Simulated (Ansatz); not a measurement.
A calculation with Ansatz (development build ahead of 0.2.0).

```yaml
crystal:
  periodic: [false, false, false]
  atoms:
    - { symbol: C, position_ang: [1.62486, 0.0, 0.0] }
    - { symbol: C, position_ang: [1.01308, 1.27037, 0.0] }
    - { symbol: C, position_ang: [-0.36157, 1.58412, 0.0] }
    - { symbol: C, position_ang: [-1.46395, 0.705, 0.0] }
    - { symbol: C, position_ang: [-1.46395, -0.705, 0.0] }
    - { symbol: C, position_ang: [-0.36157, -1.58412, 0.0] }
    - { symbol: C, position_ang: [1.01308, -1.27037, 0.0] }
    - { symbol: H, position_ang: [2.70986, 0.0, 0.0] }
    - { symbol: H, position_ang: [1.68957, 2.11865, 0.0] }
    - { symbol: H, position_ang: [-0.603, 2.64192, 0.0] }
    - { symbol: H, position_ang: [-2.4415, 1.17576, 0.0] }
    - { symbol: H, position_ang: [-2.4415, -1.17576, 0.0] }
    - { symbol: H, position_ang: [-0.603, -2.64192, 0.0] }
    - { symbol: H, position_ang: [1.68957, -2.11865, 0.0] }
basis:
  gaussian: { orbitals: def2-SVP }
magnetization:
  spin_polarized: true
  initial_magnetization: 1
hamiltonian:
  xc: hf
```

The input is written out in the form of the current development build from the run's settings.

Output:

```
Converged                       : yes
Total energy                    : -268.89715 hartree
Spin squared of the determinant : 1.352
Stability test                  : minimum
```

Caution: the unrestricted determinant is spin contaminated.
